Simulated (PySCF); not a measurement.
Computed properties of AlH₃, SMILES [AlH3]

AlH₃, SMILES [AlH3]. Coordinates come from a ωB97X-D3(BJ)/def2-TZVPD optimisation. The isomer is the one that the SMILES or the coordinates give; other isomers of the formula were not compared. Other conformers were not sampled. All values are computed for the isolated molecule unless a solvent is named; none is compared with measurement here.

**Structure.** The optimised structure has D3h symmetry. All 6 harmonic modes at ωB97X-D3(BJ)/def2-TZVPD (PySCF) are real, so it is a minimum.

**Vibrations.** The strongest infrared lines (harmonic, unscaled, degenerate partners summed) lie at 1953 cm⁻¹ (545 km/mol, H 100 %), 803 cm⁻¹ (444 km/mol, H 95 %), 718 cm⁻¹ (347 km/mol, H 90 %, Al 10 %). The softest mode is at 718 cm⁻¹ and the zero-point energy is 11.7 kcal/mol.

**Electronic structure.** M06-2X/def2-TZVPD (PySCF) places the frontier levels at -9.72 and -1.19 eV, a gap of 8.53 eV, and gives a dipole moment of 0.00 D and a mean polarisability of 32.5 bohr³. PBE/def2-TZVPD (PySCF) at the same geometry gives -7.31 and -2.53 eV, so its gap is 3.75 eV narrower. An orbital gap is neither the optical nor the fundamental gap.

**Excitations.** TDA-ωB97X/def2-TZVPD (PySCF) has S1 at 5.52 eV (225 nm, f = 0.000, dark); the most intense of the 10 singlets computed lies at 9.64 eV (f = 1.66). Strengths of degenerate partners are summed. T1 (TDA) is at 5.16 eV, 0.36 eV under S1. TDA-PBE/def2-TZVPD (PySCF) puts S1 at 4.89 eV. No vertical singlet excitation falls in the visible range (under 3.1 eV).

**NMR.** GIAO shifts at KT2/pcSseg-2 (PySCF) (non-relativistic, atoms alike by connectivity averaged): ¹H at 5.8 ppm against TMS.
